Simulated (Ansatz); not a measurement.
Consider the isomerisation: `FC1([SiH3])O[SiH2]1` → `OC1(F)[SiH2][SiH2]1`.

Computed with Ansatz on PBE0-D4/def2-TZVP structures; ΔE is electronic, products minus reactants. CCSD(T)/CBS is the MP2 limit (def2-TZVPP, def2-QZVPP) plus CCSD(T) − MP2 in def2-TZVPP, frozen cores. DFT in def2-TZVPP. B3LYP here is the variant with VWN-RPA as its local correlation; programs differ in this. One conformer a species, not always the lowest.

CCSD(T)/CBS gives +99.1 kJ/mol.

Another level gave +97.1 kJ/mol. Which?
A. CCSD/def2-TZVPP
B. B3LYP-D4/def2-TZVPP
C. PBE0/def2-TZVPP
D. HF/def2-TZVPP

B. B3LYP-D4 97.1, PBE0 79.6, CCSD/def2-TZVPP 101.8, HF/def2-TZVPP 114.4 kJ/mol.

Largest T1 diagnostic among the species: 0.015.

In def2-TZVPP, CCSD(T) changes the Hartree–Fock value by −13.8 kJ/mol (the triples alone add −1.3 kJ/mol) and MP2 by −4.9 kJ/mol.
